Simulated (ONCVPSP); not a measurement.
# Before and after: ONCV potential for Al

```
Element                 : aluminium (Al)
Generator               : ONCVPSP 4.0.1
Type                    : optimised norm-conserving Vanderbilt (ONCV)
Functional              : PBE
Relativity              : scalar-relativistic
Frozen core             : [He]
Valence charge          : 11
Reference configuration : 2s2 2p6 3s1 (charge +2)
Partial waves           : 2s+3s: rc 1.20 bohr, ncon 4, nbas 7, qcut 13.3 1/bohr, 2 projectors; 2p: rc 0.90 bohr, ncon 4, nbas 8, qcut 16.8 1/bohr, 2 projectors, debl 0.3 Ha
Local potential         : polynomial inside 0.85 bohr (lpopt 1, dvloc0 3 Ha)
Core correction         : polynomial model core, fcfact 0.45
```

In the p channel the program set the typed energies aside and used -3.317, 0.250 Ha.

All-electron outer shells of the reference configuration (PBE, scalar-relativistic, ld1.x):

```csv
shell,level (eV),outermost node (bohr),outermost maximum (bohr)
1s,-1532.29,–,0.08
2s,-128.77,0.16,0.50
2p,-90.26,–,0.43
3s,-23.75,0.79,1.91
```

Change: s: qcut 18.3.

Cutoffs: the cutoffs (Ha) at which the residual kinetic energy of the hardest occupied pseudo-wave falls to 1 and 0.1 mHa per electron; they do not see the model core or the augmentation charge, which bear on the density cutoff. Errors are all-electron minus pseudo energies relative to the spin-unpolarised reference configuration.

Q: Predict the effect on cutoff, ghosts and configuration errors.

A: The potential gets neither clearly harder nor softer (101 Ha and 116 Ha → 101 Ha and 116 Ha); the p channel sets the loose cutoff, while the largest relative change is in s, which becomes harder; the errors of the 4 common tests hardly move; neither file shows a bound ghost.

```csv
quantity,base,changed
"cutoff, loose",101 Ha,101 Ha
"cutoff, tight",116 Ha,116 Ha
loose cutoff by channel,"s 25 Ha, p 101 Ha","s 52 Ha, p 101 Ha"
bound ghosts,none,none
GHOST(+) flags under 300 eV,none,none
"error for 2s2 2p6 3s2 3p1, meV [ΔE -24.99 eV]",+0.1,+0.2
"error for 2s2 2p6 3s2, meV [ΔE -19.23 eV]",-0.3,-0.1
"error for 2s2 2p6 3s0, meV [ΔE 28.44 eV]",-1.9,-1.6
"error for 2s2 2p5 3s2 3p1, meV [ΔE 57.83 eV]",+177,+164
s: phases at 1.22 bohr within 0.05 rad from the reference energy up to (Ha; the scan ends near 5),to the end of the scan,to the end of the scan
p: phases at 0.91 bohr within 0.05 rad from the reference energy up to (Ha; the scan ends near 5),to the end of the scan,to the end of the scan
"rms error of d²Exc/dni dnj with the model core, mHa",2.39,2.39
```
